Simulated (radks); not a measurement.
Er VIII, configuration [Kr] 4d10 4f(5/2: 6, 7/2: 2) 5s2 5p(1/2: 2, 3/2: 3) (not the ground configuration). All-electron calculation, Dirac Kohn-Sham, PBE, spin-unpolarised, spherical densities, finite nucleus; Fermi nuclear charge, rms radius 5.2516 fm. Program: a radial shooting solver on a logarithmic mesh with Libxc functionals. Some entries of the table are withheld. Estimate them.

| orbital | occ. | eigenvalue (hartree) | <1/r> (bohr^-1) |
|---|---|---|---|
| 1s1/2 | 2 | -2110.077 | 77.54 |
| 2s1/2 | 2 | -358.1816 | 18.65 |
| 2p1/2 | 2 | (1) | 18.62 |
| 2p3/2 | 4 | (2) | 16.15 |
| 3s1/2 | 2 | -83.98333 | 6.824 |
| 3p1/2 | 2 | -76.61291 | 6.740 |
| 3p3/2 | 4 | -69.54086 | 6.109 |
| 3d3/2 | 4 | -56.91997 | 5.992 |
| 3d5/2 | 6 | -55.37570 | 5.838 |
| 4s1/2 | 2 | -20.28013 | 2.874 |
| 4p1/2 | 2 | -17.32363 | 2.769 |
| 4p3/2 | 4 | -15.69995 | 2.554 |
| 4d3/2 | 4 | -10.81743 | 2.346 |
| 4d5/2 | 6 | -10.51652 | 2.294 |
| 5s1/2 | 2 | -5.69493 | (3) |
| 5p1/2 | 2 | -4.76273 | 1.091 |
| 4f5/2 | 6 | -4.54965 | 1.879 |
| 4f7/2 | 2 | -4.49843 | 1.860 |
| 5p3/2 | 3 | -4.46756 | 1.023 |

Answer. 
(1) 2p1/2 eigenvalue (hartree): -341.3994
(2) 2p3/2 eigenvalue (hartree): -307.7155
(3) 5s1/2 <1/r> (bohr^-1): 1.185
